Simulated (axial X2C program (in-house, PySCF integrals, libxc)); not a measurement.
## IO: from Re and ωe to a spectrum

A bond curve at the PBEsol level, 2c, was computed with an axial X2C code built on PySCF integrals (basis I dyall-cv3z [11s12p8d4f1g], O dyall-av3z [7s6p3d2f] (cores contracted in-house)) for the state Ω = 3/2 (⟨Sz⟩ = 0.50, ⟨Lz⟩ = 1.00 at PBEsol). Its fit gives Re = 1.8679 Å, ωe = 714.1 cm⁻¹, ωexe = 3.43 cm⁻¹ and αe = 2.283e-03 cm⁻¹; the masses are 126.9045 and 15.9949 u. Two-component means X2C with spin–orbit coupling and atomic mean-field Coulomb and Gaunt terms.

Q: Find the reduced mass, Be and the force constant.

A: From the PBEsol values: μ = 14.2046 u. Be = 16.8576/(μ Re²) = 0.3401 cm⁻¹. k = 5.8918×10⁻⁷ μ ωe² = 4.27 mdyn/Å.

Q: Where do the fundamental and the first overtone lie?

A: ν(1←0) = ωe − 2ωexe = 707.2 cm⁻¹; ν(2←0) = 2ωe − 6ωexe = 1407.6 cm⁻¹.

Q: A Morse curve ties αe to the other constants (Pekeris). How well does that hold?

A: αe(Morse) = 6Be²/ωe × (√(ωexe/Be) − 1) = 2.115e-03 cm⁻¹; the PBEsol curve gives 2.283e-03 cm⁻¹, a ratio of 0.93.

Q: Estimate the centrifugal constant by the Kratzer relation.

A: D = 4Be³/ωe² = 3.09e-07 cm⁻¹.

Q: The dipole moment p changes by 1.20 D/Å at Re. What harmonic infrared intensity follows?

A: I = 42.256 × (dp/dR)²/μ = 4.3 km/mol.

One determinant describes the state; a PBE0 search over occupations chose it and may have missed a lower one. Density functionals use the spin component along the axis (collinear). The functionals have no current-density term, which raises determinants with orbital currents, atoms included.
